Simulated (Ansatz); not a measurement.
Job for Ansatz (a quantum-chemistry and plane-wave program): R-PBE0/def2-TZVPPD on BH5S (a complex), monomers drawn apart or pushed together. Files ending in .json are basis or fitting sets from the Basis Set Exchange.

Ansatz 0.2 input:
```yaml
crystal:
  periodic: [false, false, false]
  atoms:
    - {symbol: B, position_ang: [-0.44935254, -0.32521441, 0.66950254]}
    - {symbol: H, position_ang: [0.40567798, -0.88714144, 0.03847326]}
    - {symbol: H, position_ang: [-1.24783784, -1.05692590, 1.19111274]}
    - {symbol: H, position_ang: [-0.87943141, 0.69035951, 0.20214063]}
    - {symbol: S, position_ang: [0.78769155, 0.31991481, 2.53928518]}
    - {symbol: H, position_ang: [-0.04086562, 1.16246930, 3.18423907]}
    - {symbol: H, position_ang: [1.55185780, 1.32593213, 2.07415126]}
basis:
  gaussian:
    orbitals: def2-TZVPPD.json
hamiltonian:
  xc: {name: PBE0}
scf: {lower_state_search: off}
```

The head of its log:

```
WARN ansatz: RAYON_NUM_THREADS=2 ignored (pool sized by the plan → 2); use --threads N
Functional definition: PBE0
these checks for a lower state are left out or cut short: stability, starts, cluster_reference, orbital_swaps, neighbouring_geometries, increment
integrals: 0.06 GiB planned
816 factors; their error is unknown
mean field: 0.65 GiB planned
mean field evaluation 1: about -11585.2205 eV, gradient 2.8e1 eV
mean field evaluation 2: about -11585.7460 eV, gradient 2.5e1 eV
```

**Question.** Predict the final total energy.

**Answer.** -425.8508 hartree.
